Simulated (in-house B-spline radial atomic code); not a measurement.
Whole-atom quantities along the 43-electron series, configuration 1s2 2s2 2p6 3s2 3p6 3d10 4s2 4p6 4d3/2(4) 4d5/2(3). Breit and QED terms are first order and not part of the total energy; the density at the nucleus is averaged over the nuclear charge. Computed with an all-electron radial atomic-structure program (B-spline basis): Dirac-Hartree-Fock, jj configuration that fills j = l - 1/2 first, finite nuclei.

```
 ion   Z  E/Z² (Eh)  Σ<r²> (bohr²)  n(0)/Z³ (bohr⁻³)  Lamb diamagnetic shielding (ppm)  repulsion over attraction  Breit energy (eV)  self-energy (eV)  vacuum polarisation (eV)
 Ru+  44    -2.3394         36.912            1.2505                           4417.27                    0.15586             76.905             57.93                   -6.7386
Rh2+  45    -2.3614         30.429            1.2834                            4555.2                    0.15415             83.068            62.678                   -7.4068
Pd3+  46    -2.3829         26.081            1.3169                           4693.23                     0.1523             89.573            67.705                   -8.1268
Ag4+  47          ?              ?                 ?                                 ?                          ?                  ?                 ?                         ?
Cd5+  48    -2.4248         20.332            1.3881                           4970.44                     0.1484             103.65            78.646                    -9.735
In6+  49          ?              ?                 ?                                 ?                          ?                  ?                 ?                         ?
Sn7+  50     -2.465         16.574            1.4671                           5249.89                    0.14439             119.22            90.846                   -11.591
```

Task: Fill in the row of Ag4+.

Result: E/Z² (Eh): -2.4041; Σ<r²> (bohr²): 22.858; n(0)/Z³ (bohr⁻³): 1.3528; Lamb diamagnetic shielding (ppm): 4831.6; repulsion over attraction: 0.15038; Breit energy (eV): 96.431; self-energy (eV): 73.024; vacuum polarisation (eV): -8.9019.

Task: Fill in the row of In6+.

Result: E/Z² (Eh): -2.4451; Σ<r²> (bohr²): 18.281; n(0)/Z³ (bohr⁻³): 1.4274; Lamb diamagnetic shielding (ppm): 5109.85; repulsion over attraction: 0.1464; Breit energy (eV): 111.24; self-energy (eV): 84.582; vacuum polarisation (eV): -10.63.

Task: With what power of Z does the column «Σ<r²> (bohr²)» change over this range?

Result: A fit of the logarithm of its size against log Z from Z = 44 to 50 has slope -6.17. Unscreened non-relativistic hydrogenic orbitals would give -2.
